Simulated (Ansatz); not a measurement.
One elementary step

Start structure (SiH2BrF3, closed shell), relaxed at PBE0-D4/def2-TZVP:

Si1  (-0.903, -0.598, 0.201)
F2  (0.392, -0.336, 1.066)
F3  (-0.458, -1.252, -1.156)
F4  (-1.577, 0.788, -0.099)
H5  (-1.820, -1.476, 0.924)
H6  (2.131, 1.089, 0.150)
Br7  (2.235, 1.784, -1.086)
(Å)

The step: SiHF₃ ([F][SiH]([F])[F]) + HBr → SiHBrF₂ ([F][SiH]([F])[Br]) + HF; bonds formed: Si1–Br7, F2–H6; bonds broken: Si1–F2, H6–Br7. Computed with Ansatz 0.2.0 (basis: def2-TZVPP and def2-QZVPP); correlated methods freeze the cores. Filled d shells of the heavier atoms are correlated. The def2 sets are not built for correlating such inner shells, so the correlated values are less sure here. Extrapolation: Hartree–Fock as exp(−7.88 √X), correlation as X^−2.97. Energies below are by CCSD(T) at an estimated basis limit (MP2 extrapolated from triple and quadruple zeta, plus CCSD(T) − MP2 in triple zeta).

Question: What are the electronic barrier and the energy of the step, from the start structure to the end structure? (Judge from chemistry; the value comes from the calculation.)

Answer: The calculation gives: Barrier 42.96 kcal/mol; step energy 13.61 kcal/mol (uphill); reverse barrier, their difference, 29.35 kcal/mol. Barrier and step energy count from the start structure, the reverse barrier from the end structure.

The saddle point: One imaginary mode of 662i cm⁻¹.
```csv
pair,start (Å),saddle (Å),end (Å)
Si1–Br7,4.14,2.58,2.21
F2–H6,2.43,1.20,0.93
Si1–F2,1.58,1.80,3.25
H6–Br7,1.42,1.63,2.55
```

Zero-point energy (harmonic, PBE0-D4): ZPE is 15.62 kcal/mol at the start and 15.03 kcal/mol at the saddle, so the barrier goes from 42.96 to 42.36 kcal/mol.

The T1 diagnostic stays at or below 0.011.

Labels in which every atom is bracketed show which atoms are joined, not bond orders.

For scale, one of the runs: CCSD(T)/def2-TZVPP, 211 basis functions, launched by `ansatz run in.yaml --threads 8 --pin off --events-out ev --progress --plain --max-ram 19148MiB`. Time: 83 s of wall clock on 8 CPU threads of an Arm Neoverse V1; the host was shared. Peak host memory: 3.2 GiB.
